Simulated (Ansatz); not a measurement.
Geometry optimisation, Ansatz, RKS LDA/6-31G*.

Input file:

```yaml
crystal:
  periodic: [false, false, false]
  atoms:
    - { symbol: S, position_ang: [-0.49, 1.7827, -0.956] }
    - { symbol: B, position_ang: [-0.0317, 0.595, 0.361] }
    - { symbol: C, position_ang: [0.4571, -0.8433, -0.067] }
    - { symbol: Cl, position_ang: [0.9691, -1.7808, 1.3945] }
    - { symbol: H, position_ang: [-1.8658, 1.3591, -0.9714] }
    - { symbol: H, position_ang: [-0.1024, 0.9252, 1.4983] }
    - { symbol: H, position_ang: [-0.08738, -0.33274, 1.07171] }
    - { symbol: H, position_ang: [1.4322, -0.7264, -0.6952] }
basis:
  gaussian: { orbitals: "6-31G*" }
hamiltonian:
  xc: lda
relax:
  f_tol: 0.02
  max_steps: 50
```

Run as:

```bash
$ ansatz run input.yaml --threads 1 --pin off --max-ram 2048MiB --backend cpu --events-out ev --progress --plain --runs-dir out
```

**Question.** Where does it end, and by what steps?

**Answer.** It converged. After 31 steps the energy has fallen by 5.030 eV; H5 moved furthest, 1.56 Å. Parted: B2–H7. Joined: C3–H7.

| step | energy less start (eV) | largest force component (eV/Å) | accepted |
| --- | --- | --- | --- |
| 0 | 0.0000 | 3.815 | yes |
| 2 | -1.2660 | 1.937 | yes |
| 4 | -2.2528 | 1.875 | yes |
| 6 | -3.4242 | 1.666 | yes |
| 8 | -4.2381 | 0.664 | yes |
| 10 | -4.6229 | 1.284 | yes |
| 12 | -4.7959 | 1.594 | no |
| 14 | -4.9808 | 0.200 | yes |
| 16 | -5.0018 | 0.302 | no |
| 18 | -5.0098 | 0.222 | no |
| 20 | -5.0228 | 0.101 | yes |
| 22 | -5.0251 | 0.063 | yes |
| 24 | -5.0268 | 0.117 | yes |
| 26 | -5.0287 | 0.137 | yes |
| 28 | -5.0298 | 0.061 | yes |
| 30 | -5.0300 | 0.022 | no |
| 31 | -5.0300 | 0.008 | yes |

```xyz
8
Properties=species:S:1:pos:R:3
S -0.385 1.508 -1.090
B -0.316 0.494 0.366
C 0.388 -0.899 0.258
Cl 1.835 -0.683 1.311
H -1.006 2.598 -0.555
H -0.774 0.877 1.411
H -0.207 -1.728 0.680
H 0.747 -1.188 -0.745
```

Whether the end is a true minimum wasn't checked by a vibrational analysis.

Run time: 19 s on 1 thread of AMD EPYC 9R45 96-Core Processor (Zen 5), with other jobs on the host, peak memory 0.17 GiB.
